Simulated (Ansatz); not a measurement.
Mulliken charges of `[SiH3][O][In]([SH])[Cl]` from PBE/def2-TZVPP in Ansatz (PBE0-D4/def2-TZVP geometry).

```tsv
atom	x (Å)	y (Å)	z (Å)	charge (e)
Si1	1.311	-0.545	-1.152	0.349
O2	-0.153	-0.201	-0.510	-0.462
In3	-0.801	0.530	1.194	0.816
S4	-3.109	0.802	1.524	-0.305
Cl5	0.823	1.064	2.744	-0.324
H6	1.106	-1.082	-2.523	-0.069
H7	2.035	-1.562	-0.339	-0.072
H8	2.166	0.673	-1.235	-0.072
H9	-3.379	0.320	0.297	0.139
```

By hand: the dipole of these point charges (1 e Å = 4.8032 D).

Σ q r = (-0.292, -0.071, -0.217) e Å, of length 0.371 e Å = 1.78 D.

How does the dipole of the full density compare? (Best estimate.)

Ansatz gave: (-0.341, -0.019, -0.096) e Å, 1.70 D; the point charges give 1.05 times that, at 22° from its direction.

Point charges leave out the atoms' own dipoles, such as those of lone pairs, and Mulliken's split depends on the basis, so the two needn't agree.
